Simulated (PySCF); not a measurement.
**Relaxation of quartet MoI3**

Level of theory: PySCF, UPBE0, basis Mo def2-TZVP with ECP28, I def2-TZVP with ECP28 (scalar-relativistic core potentials, no spin–orbit coupling, density fitting). A (50,194) grid was used.

A hand-made trigonal pyramidal start, of C3v symmetry, held to at least that symmetry:

```xyz
4
charge 0 multiplicity 4, angstrom
Mo    0.0000    0.0000   -1.0120
I     2.3928    0.0000    0.2603
I    -1.1964    2.0722    0.2603
I    -1.1964   -2.0722    0.2603
```

(1) What does it relax to?

(2) How much energy is released, and in how many steps?

Results:

(1) It ends at D3h with Mo–I 2.581 Å (×3); I–Mo–I 120.0° (×3). A frequency run shows a minimum. Other isomers or separated fragments may lie lower.

(2) 65.9 kJ/mol in 9 steps.

Other spin states or occupations of the open shell can lie lower. Spin–orbit coupling, left out here, can matter for elements this heavy.

The relaxation took 3.1 min on 4 threads of a shared Arm Neoverse N1 host, with 190 basis functions and 10 gradients; the process peaked at 1.2 GiB. Launch command: `OMP_NUM_THREADS=4 python axn.py task.json out`.
